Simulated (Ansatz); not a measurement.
Ansatz (a program for electronic structure) input (CCSD(T)/def2-SVPD):

Ansatz 0.2 input:
```yaml
crystal:
  periodic: [false, false, false]
  atoms:
    - {symbol: Si, position_ang: [-0.37602088, 0.42388213, 1.20625302]}
    - {symbol: Br, position_ang: [0.94016301, -0.93238406, -0.36411320]}
    - {symbol: Cl, position_ang: [-1.62596546, 1.57053485, -0.24374003]}
basis:
  gaussian:
    orbitals: def2-SVPD
total_charge: -1
magnetization: {spin_polarized: true, initial_magnetization: 1}
correlation: {method: ccsd_t, electrons: outside_noble_gas}
```

End of the output:

```
determinant -90353.13226168 eV, -3320.4163670641 hartree, with singles and doubles -90363.61430749 eV, -3320.8015751425 hartree
determinant -90350.76276121 eV, -3320.3292895277 hartree, with singles and doubles -90361.55353542 eV, -3320.7258431659 hartree
24 core orbitals not correlated
reference -90353.13226168 eV, -3320.4163670641 hartree; 10, 9 occupied and 58, 59 virtual orbitals, 868 factors
second order -9.54898677 eV of doubles, -0.00000000 eV of singles
coupled cluster: 0.35 GiB planned
cycle   1  -10.48283659 eV  change   -7.9e-4 eV  update   1.1e-3
cycle   2  -10.48307563 eV  change   -2.4e-4 eV  update   7.3e-4
cycle   3  -10.48321333 eV  change   -1.4e-4 eV  update   4.0e-4
cycle   4  -10.48317833 eV  change    3.5e-5 eV  update   1.2e-4
cycle   5  -10.48327751 eV  change   -9.9e-5 eV  update   4.5e-5
cycle   6  -10.48335040 eV  change   -7.3e-5 eV  update   1.4e-5
cycle   7  -10.48335738 eV  change   -7.0e-6 eV  update   6.0e-6
perturbative correction -0.34837531 eV, -0.0128025564 hartree
Total energy: -90363.96399437 eV, -3320.8144258984 hartree
```
